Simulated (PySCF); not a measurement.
Compound: C₇H₇ (doublet state).
Geometry (GFN2-xTB, Å), atoms numbered from 1 in this order:
```
atom  x, y, z in Å
C1    -1.3114    1.6033    1.4952
C2    -0.9019    0.4417    1.1366
C3    -0.2190    0.1244   -0.2282
C4    -1.0432   -0.8482   -0.9085
C5    -1.7391   -1.6762   -1.4237
C6     1.1480   -0.4087    0.0561
C7     2.2626    0.2542   -0.1994
H8    -1.3529    2.5979    1.1174
H9    -1.0001   -0.4365    1.7605
H10   -0.1620    1.0446   -0.8174
H11   -2.3428   -2.3863   -1.9047
H12    1.1769   -1.3872    0.5178
H13    2.2528    1.2306   -0.6564
H14    3.2313   -0.1541    0.0326
```

The hyperfine couplings belong to this conformer and change with its torsions.

As a line formula: `[H]/[C]=C\[C@H](C#C)C=C` [radical].

Theory: PySCF, UKS B3LYP, pcH-1 on C H, non-relativistic, mean-field spin-orbit, GIAO. Geometry: GFN2-xTB, one conformer, isolated molecule. A GFN2-xTB geometry isn't a minimum of the functional, and hyperfine couplings can be far from their values at a DFT geometry. No stability test was run, so a lower SCF solution isn't excluded.

Principal values of hyperfine tensors in MHz (contact and dipolar terms together), for some of the nuclei:

| atom | isotope | A1 | A2 | A3 |
| --- | --- | --- | --- | --- |
| C1 | 13C | 224.84 | 246.01 | 445.72 |
| H9 | 1H | 101.83 | 102.53 | 118.81 |
| C3 | 13C | 79.29 | 80.26 | 106.76 |
| H8 | 1H | 0.36 | 25.83 | 71.31 |
| C2 | 13C | -34.74 | -14.63 | 0.00 |
| C4 | 13C | -8.06 | -6.84 | -4.73 |
| H10 | 1H | -12.67 | -7.55 | 1.42 |
| C6 | 13C | -7.71 | -5.31 | -4.12 |

Task: Split each tensor into its isotropic and traceless parts, and turn a_iso into mT with g = 2.0022.

Result: a_iso is a third of the trace, T = A − a_iso, and a(mT) = a(MHz)/(g × 13.996).

```tsv
atom	a_iso (MHz)	a_iso (mT)	T1	T2	T3
C1	305.52	10.902	-80.69	-59.51	140.20
H9	107.72	3.844	-5.90	-5.20	11.09
C3	88.77	3.168	-9.48	-8.51	17.99
H8	32.50	1.160	-32.14	-6.67	38.81
C2	-16.46	-0.587	-18.28	1.83	16.46
C4	-6.54	-0.233	-1.52	-0.29	1.81
H10	-6.27	-0.224	-6.41	-1.28	7.69
C6	-5.72	-0.204	-1.99	0.40	1.59
```

Task: What spin density at the nucleus of C3 lies behind its contact coupling (g_N = 1.40482)?

Result: a_FC = 800.24 MHz bohr³ × g_N × ρ(0)/(2S). With a_FC = 88.77 MHz and 2S = 1, ρ(0) = 0.07896 bohr⁻³.

Task: C5 (13C, g_N = 1.40482) isn't in the table. Its spin density at the nucleus is 0.002492 bohr⁻³. What is its contact coupling?

Result: By the same relation, a_FC = 2.80 MHz. Its full tensor has the principal values 1.20, 1.21, 6.00 MHz.

Task: Name the largest traceless tensor T of the table and describe it.

Result: C1: -80.7, -59.5, 140.2 MHz, rhombic: the two smaller values differ by 15 % of the largest.

Task: What first-order splitting does C1 cause when the field lies along A1, A2 or A3 of its tensor (g taken as isotropic, no quadrupole term)?

Result: 2 lines (I = 1/2), spaced by |A_i|/(g × 13.996): 8.02, 8.78, 15.91 mT along the axes of A1, A2 and A3.
